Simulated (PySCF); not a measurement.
**HF beside CCSD(T) along the second period: bonds to Se**

HF and CCSD(T) in PySCF with def2-TZVPP on every atom, for the lowest determinant that a PBE0 search found; no spin–orbit coupling.

```tsv
molecule	state (unpaired electrons)	HF Re (Å)	HF ωe (cm⁻¹)	HF De (eV)	CCSD(T) Re (Å)	CCSD(T) ωe (cm⁻¹)	CCSD(T) De (eV)
BeSe	singlet (closed shell)	1.862	883	1.20	1.894	817	2.41
BSe	doublet (σ ↑)	1.732	1037	3.35	?	?	?
SeO	triplet (π ↑↑)	1.585	1121	1.23	1.648	924	4.31
SeF	doublet (π ↑)	1.708	760	1.31	1.743	696	3.21
```

Estimate the CCSD(T) values of BSe by adding the mean shift from HF to CCSD(T) of the other rows, and compare with the calculation.

The mean shifts are +4.3 pm, -109 cm⁻¹ and +2.06 eV, which give 1.775 Å, 928 cm⁻¹ and 5.41 eV. CCSD(T)/def2-TZVPP gives Re = 1.754 Å, ωe = 970 cm⁻¹, De = 4.80 eV.

What are the mean differences of HF from CCSD(T) over the whole series?

Re -3.8 pm, ωe +98 cm⁻¹, De -1.91 eV.

In a basis of this size CCSD(T) is itself not converged; it tends to give bonds that are too long and too weak.

Correlated steps freeze the inner cores (9 to 10 orbitals); shallow outer-core shells are correlated. UHF and ROHF references stand side by side, which adds small steps between rows. Where the molecule has an RHF reference, its open-shell atoms are computed with UHF. States were picked by a PBE0 search and need not be the measured ground states.
